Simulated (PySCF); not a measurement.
Two species compared at the same levels of theory.

First species: C5H5OPS.
SMILES: `CC(=O)c1cpcs1`

Second species: C5H7ClO.
SMILES: `C=CCOC(=C)Cl`

Levels: PBE0/pcSseg-1 for dipole moment, HOMO energy, LUMO energy and HOMO–LUMO gap; GFN2-xTB for rotational constant A and rotational constant C. Geometries: GFN2-xTB. Each structure is a single optimised conformer of the isolated species, non-relativistic unless stated. Electronic properties by PySCF.

Dipoles, sizes and rotational constants follow the conformer. The torsions of the flexible species, by atom-mapped SMILES:
- `[CH3:1][C:2](=[O:3])[c:4]1[cH:5][p:6][cH:7][s:8]1`: C1–C2–C4–C5 180°
- `[CH2:1]=[CH:2][CH2:3][O:4][C:5](=[CH2:6])[Cl:7]`: C1–C2–C3–O4 137°, C2–C3–O4–C5 179°, C3–O4–C5–C6 173°

Values for the first species:

```
Dipole moment         : 2.99 D
HOMO energy           : -7.39 eV
LUMO energy           : -2.29 eV
HOMO–LUMO gap         : 5.10 eV
Rotational constant A : 2.949 GHz
Rotational constant C : 0.812 GHz
```

Task: Estimate the same properties for the second species, and the change in each.

Result: 
```
             property      first     second  second less first
        dipole moment     2.99 D     1.38 D            -1.61 D
          HOMO energy   -7.39 eV   -6.68 eV           +0.71 eV
          LUMO energy   -2.29 eV   -0.09 eV           +2.20 eV
        HOMO–LUMO gap    5.10 eV    6.59 eV           +1.49 eV
rotational constant A  2.949 GHz  4.789 GHz         +1.840 GHz
rotational constant C  0.812 GHz  0.915 GHz         +0.103 GHz
```

On the first: A dipole of 2.99 D is allowed in Cs, and pure rotational transitions are dipole-allowed. The dipole matches unit charges of opposite sign 0.62 Å apart (1 e·Å = 4.8032 D).

On the second: A dipole of 1.38 D is allowed in C1, and pure rotational transitions are dipole-allowed. In atomic units the dipole is 0.54 e·bohr (1 au = 2.5417 D).
